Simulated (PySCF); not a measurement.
ClH₆NOSi₂, SMILES N[SiH2]O[SiH2]Cl.

Geometry optimised at B3LYP-D3(BJ)/def2-SVP. The structure was generated by enumeration, and PubChem lists no compound with its InChIKey, so it may never have been made. Other conformers were not sampled.

Vertical ionisation energy (IE) and electron affinity (EA) in eV. Rows of orbital energies are one-electron estimates. Where ΔSCF, EOM or ADC give a negative EA the extra electron is unbound and the value depends on the basis.

```tsv
level	IE	EA
−ε(HOMO), −ε(LUMO), r2SCAN/def2-TZVP (PySCF)	6.73	0.12
−ε(HOMO), −ε(LUMO), PBE/def2-TZVP (PySCF)	6.41	0.54
```
